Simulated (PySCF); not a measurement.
```xyz
4
charge 0 multiplicity 1, angstrom
Se    0.0000    0.0000   -0.2555
O     0.0000    0.0000    1.4155
H     1.1924    0.0000   -1.0950
H    -1.1924    0.0000   -1.0950
```

Method: PBE0 in PySCF with Se def2-TZVP, O def2-TZVP, H def2-TZVP; no relativity; density-fitted integrals.

This geometry of H₂SeO is a stationary point at this level.

Question: What is the point group?

Answer: C2v.

Question: Is it a minimum?

Answer: No: it has 1 imaginary mode, at 1206i cm⁻¹ (b1).

Question: List the harmonic modes with their infrared intensities.

Answer: 
| symmetry | ω (cm⁻¹) | IR (km/mol) |
| --- | --- | --- |
| b1 | 1206i | – |
| b2 | 577 | 0.0 |
| a1 | 817 | 18.3 |
| a1 | 1058 | 44.3 |
| a1 | 2450 | 1.7 |
| b2 | 2478 | 0.5 |

Question: What are the dipole moment and the gap between the highest occupied and lowest empty levels?

Answer: 4.18 D and 3.91 eV.

In C2v the vibrations span b1 + 2b2 + 3a1. Here b1 is antisymmetric to the molecular plane and b2 lies in it.

Other isomers or separated fragments may lie lower. At this level a singlet minimum of Cs symmetry lies 190 kJ/mol below this structure.
